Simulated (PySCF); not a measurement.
Write Cartesian coordinates for `[N+](CC(F)F)(C)([BH3-])C` as optimised with PBE0-D3(BJ)/def2-SVP.

```xyz
20
C4H12BF2N angstrom
B     -0.370    1.608   -0.132
N     -0.448   -0.031   -0.020
C     -1.557   -0.499   -0.873
C     -0.725   -0.416    1.379
C      0.795   -0.652   -0.519
C      2.095   -0.106    0.035
F      2.223   -0.374    1.355
F      3.091   -0.759   -0.607
H     -1.505    2.004    0.092
H      0.427    1.980    0.717
H      0.002    1.841   -1.278
H     -1.398   -0.135   -1.895
H     -1.610   -1.600   -0.867
H     -2.493   -0.076   -0.493
H     -0.827   -1.510    1.461
H     -1.657    0.073    1.687
H      0.089   -0.069    2.022
H      0.778   -1.739   -0.327
H      0.831   -0.492   -1.604
H      2.210    0.976   -0.118
```

Orientation and origin are arbitrary. Atoms count from 1 in this order. All 3 C–N bonds measure 1.475 to 1.477 Å. B1 (four-coordinate boron) is distorted tetrahedral (angles from 105.4° to 113.1°). N2 (nitrogen bonded to B and 3 C) is tetrahedral (angles from 107.7° to 111.6°). Of the pairs four or more bonds apart, F7···H17 is among the closest relative to their van der Waals radii: 2.26 Å, 85 % of the sum of Bondi's values.

Bonds between heavy atoms (Å): B1–N2 1.644, N2–C3 1.475, N2–C4 1.477, N2–C5 1.477, C5–C6 1.515, C6–F7 1.354, C6–F8 1.353.

Method used: PBE0-D3(BJ)/def2-SVP geometry optimisation, gas phase in PySCF 2.14.0.

Point group: C1 (no symmetry element, even within 0.4 Å). No PBE0-D3(BJ)/def2-SVP frequencies stand behind this structure, so it isn't proved a minimum. One conformer, not necessarily the lowest (B1–N2–C5–C6 50°, N2–C5–C6–F7 67°).
